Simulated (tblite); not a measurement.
Species: C₃H₈Cl₂Ga₂.
Numbering: `[CH2:1]=[C:2]([CH3:3])[GaH-:4]1[Cl+:5][GaH2-:6][Cl+:7]1` (hydrogens: H8, H9 on C1; H10, H11, H12 on C3; H13 on Ga4; H14, H15 on Ga6)
Bond orders are those of one Lewis drawing.

Computed with GFN2-xTB (tblite), gas phase: L-BFGS steps from a force-field or distance-geometry start until the largest atomic force falls under 0.01 eV/Å.

Step 34: E = -601.8270 eV
```
atom  x, y, z in Å  |  force x, y, z in eV/Å
C1     -2.3269   -0.9508    0.1397   -0.010  -0.025   0.003
C2     -1.3421   -0.0597    0.0722   -0.081   0.005  -0.020
C3     -1.4408    1.1629   -0.7963    0.018   0.009  -0.009
Ga4     0.3553   -0.4699    1.0776   -0.014  -0.024  -0.002
Cl5     1.9120    1.2171    0.8510    0.019  -0.010   0.024
Ga6     3.0986   -0.0005   -0.6671    0.028  -0.038   0.079
Cl7     1.7236   -1.7553   -0.3444    0.022   0.031   0.009
H8     -3.2421   -0.8494   -0.4302    0.002  -0.005   0.031
H9     -2.2523   -1.8171    0.7857    0.003  -0.028   0.013
H10    -2.2139    1.0513   -1.5567    0.041   0.006   0.018
H11    -1.6895    2.0273   -0.1757    0.053   0.006  -0.009
H12    -0.4808    1.3638   -1.2828   -0.023  -0.016  -0.013
H13     0.5474   -1.2169    2.4426   -0.024   0.036  -0.025
H14     4.5097   -0.2710   -0.0702   -0.078   0.018  -0.075
H15     2.8375    0.5763   -2.0785    0.044   0.035  -0.025
```

Step 35: E = -601.8282 eV
```
atom  x, y, z in Å  |  force x, y, z in eV/Å
C1     -2.3249   -0.9532    0.1410   -0.022  -0.007   0.000
C2     -1.3435   -0.0587    0.0715   -0.021  -0.006   0.013
C3     -1.4397    1.1631   -0.7987    0.016  -0.015  -0.001
Ga4     0.3544   -0.4697    1.0775   -0.031  -0.018   0.017
Cl5     1.9115    1.2148    0.8576    0.035  -0.006   0.007
Ga6     3.0977    0.0008   -0.6694    0.003  -0.032   0.109
Cl7     1.7168   -1.7496   -0.3469    0.036   0.016  -0.008
H8     -3.2395   -0.8515   -0.4286   -0.027  -0.017   0.018
H9     -2.2511   -1.8186    0.7892    0.013  -0.007   0.000
H10    -2.2175    1.0514   -1.5539    0.032   0.022   0.010
H11    -1.6794    2.0299   -0.1775    0.051  -0.001  -0.022
H12    -0.4812    1.3575   -1.2923   -0.039  -0.022   0.003
H13     0.5475   -1.2171    2.4436   -0.028   0.038  -0.036
H14     4.5041   -0.2748   -0.0694   -0.056   0.014  -0.069
H15     2.8405    0.5837   -2.0769    0.037   0.041  -0.040
```

Step 36: E = -601.8294 eV
```
atom  x, y, z in Å  |  force x, y, z in eV/Å
C1     -2.3227   -0.9557    0.1426   -0.031   0.010   0.000
C2     -1.3455   -0.0569    0.0717    0.038  -0.016   0.040
C3     -1.4385    1.1629   -0.8017    0.010  -0.035   0.011
Ga4     0.3527   -0.4688    1.0786   -0.044  -0.004   0.022
Cl5     1.9116    1.2131    0.8656    0.046  -0.003  -0.005
Ga6     3.0961    0.0017   -0.6689   -0.042  -0.008   0.092
Cl7     1.7083   -1.7428   -0.3515    0.045  -0.001  -0.021
H8     -3.2363   -0.8558   -0.4276   -0.054  -0.027   0.004
H9     -2.2487   -1.8192    0.7941    0.020   0.010  -0.011
H10    -2.2224    1.0520   -1.5499    0.016   0.036  -0.001
H11    -1.6655    2.0337   -0.1811    0.045  -0.007  -0.031
H12    -0.4828    1.3482   -1.3047   -0.039  -0.028   0.014
H13     0.5495   -1.2180    2.4427   -0.032   0.034  -0.034
H14     4.4961   -0.2803   -0.0687   -0.011   0.005  -0.052
H15     2.8435    0.5940   -2.0745    0.035   0.035  -0.029
```

Step 37: E = -601.8306 eV
```
atom  x, y, z in Å  |  force x, y, z in eV/Å
C1     -2.3205   -0.9577    0.1443   -0.035   0.020   0.003
C2     -1.3469   -0.0551    0.0730    0.065  -0.022   0.049
C3     -1.4371    1.1618   -0.8048    0.001  -0.044   0.022
Ga4     0.3502   -0.4675    1.0809   -0.043   0.013   0.013
Cl5     1.9126    1.2116    0.8741    0.047   0.000  -0.011
Ga6     3.0934    0.0028   -0.6664   -0.086   0.025   0.044
Cl7     1.6991   -1.7355   -0.3577    0.046  -0.018  -0.028
H8     -3.2333   -0.8614   -0.4270   -0.067  -0.032  -0.003
H9     -2.2453   -1.8189    0.7993    0.021   0.021  -0.019
H10    -2.2281    1.0533   -1.5452    0.000   0.042  -0.007
H11    -1.6490    2.0378   -0.1860    0.036  -0.011  -0.033
H12    -0.4855    1.3368   -1.3186   -0.023  -0.034   0.018
H13     0.5521   -1.2192    2.4408   -0.035   0.024  -0.019
H14     4.4872   -0.2869   -0.0681    0.038  -0.005  -0.032
H15     2.8467    0.6061   -2.0719    0.036   0.020   0.003
```

Problem. Estimate the geometry and energy of step 38. (The exact step hangs on the optimiser's Hessian estimate; all steps are aligned on step 37, rigid shifts and turns removed.)

Solution. E = -601.8319 eV, largest force 0.124 eV/Å
```
atom  x, y, z in Å  |  force x, y, z in eV/Å
C1     -2.3185   -0.9592    0.1463   -0.035   0.024   0.006
C2     -1.3474   -0.0537    0.0752    0.054  -0.021   0.035
C3     -1.4354    1.1596   -0.8078   -0.007  -0.038   0.026
Ga4     0.3466   -0.4660    1.0842   -0.022   0.028  -0.002
Cl5     1.9146    1.2098    0.8835    0.038   0.004  -0.009
Ga6     3.0887    0.0047   -0.6630   -0.108   0.058  -0.015
Cl7     1.6896   -1.7277   -0.3655    0.039  -0.033  -0.028
H8     -3.2311   -0.8680   -0.4264   -0.062  -0.031  -0.004
H9     -2.2410   -1.8181    0.8047    0.016   0.026  -0.023
H10    -2.2346    1.0555   -1.5397   -0.014   0.040  -0.007
H11    -1.6298    2.0418   -0.1923    0.026  -0.014  -0.027
H12    -0.4891    1.3233   -1.3340    0.001  -0.042   0.018
H13     0.5539   -1.2199    2.4386   -0.036   0.010   0.003
H14     4.4780   -0.2944   -0.0676    0.075  -0.013  -0.015
H15     2.8510    0.6203   -2.0692    0.035   0.003   0.042
```

The energy changes by -0.0013 eV. The first-order estimate −F·Δx gives -0.0018 eV and the mean of the old and new forces, exact on a quadratic surface, -0.0013 eV. The step makes an angle of 79° with the force vector and moves no atom by more than 0.021 Å.

What follows is the cost of the whole relaxation. The run took 1.2 s on Arm Neoverse V1, one thread (shared host).
